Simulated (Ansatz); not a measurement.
MoSe₂. Charge 0, multiplicity 1. Geometry B3LYP-D4/def2-TZVP.

```tsv
atom	x (Å)	y (Å)	z (Å)
Mo1	-0.7936	-1.0712	-0.3565
Se2	-0.4899	0.9739	0.8349
Se3	1.2835	0.0972	-0.4785
```

In the def2 sets Mo takes a core potential; there is no spin–orbit coupling. HSE06 is defined as in plane-wave codes, on full-range PBE exchange. The restricted singlet is unstable towards broken spin symmetry in Hartree–Fock (as tested in another run); at HF/def2-TZVP, PBE-D4/def2-TZVP, r2SCAN-D4/def2-TZVP, PBE0-D4/def2-TZVP and others this wasn't settled. At PBE-D4/def2-TZVP an occupied level of the charge 0 singlet lies above an empty one (by up to 0.06 eV), so this SCF solution is probably not the lowest. No other spin state of charge 0 was run. Another isomer (triplet) lies 2.72 eV lower at PBE0-D4/def2-TZVP; other spin states weren't run for this one.

(1) Estimate the orbital energies around the gap (eV) in Ansatz with HF/def2-TZVP, PBE-D4/def2-TZVP, r2SCAN-D4/def2-TZVP, PBE0-D4/def2-TZVP, HSE06-D4/def2-TZVP.

## Answers

(1) 
```
orbital  HF/def2-TZVP  PBE-D4/def2-TZVP  r2SCAN-D4/def2-TZVP  PBE0-D4/def2-TZVP  HSE06-D4/def2-TZVP
 HOMO−9        -51.40            -39.55               -40.94             -42.72              -42.29
 HOMO−8        -24.87            -18.26               -18.83             -20.10              -19.68
 HOMO−7        -20.77            -15.33               -15.73             -16.87              -16.45
 HOMO−6        -12.33             -8.82                -9.03              -9.76               -9.38
 HOMO−5        -11.21             -7.93                -8.14              -8.85               -8.46
 HOMO−4        -10.67             -7.63                -7.78              -8.52               -8.13
 HOMO−3         -9.59             -6.84                -6.95              -7.71               -7.32
 HOMO−2         -9.05             -5.50                -5.54              -6.16               -5.79
 HOMO−1         -8.38             -4.03                -4.26              -5.27               -4.87
   HOMO         -7.68             -3.71                -3.91              -5.09               -4.68
   LUMO         -0.43             -3.77                -3.54              -2.59               -2.97
 LUMO+1          0.43             -3.44                -3.26              -2.53               -2.90
 LUMO+2          1.00             -3.29                -3.10              -2.23               -2.60
 LUMO+3          2.16             -2.85                -2.65              -2.22               -2.59
 LUMO+4          2.56             -1.58                -1.27              -0.56               -0.94
 LUMO+5          2.74             -0.49                -0.20               0.07               -0.25
```
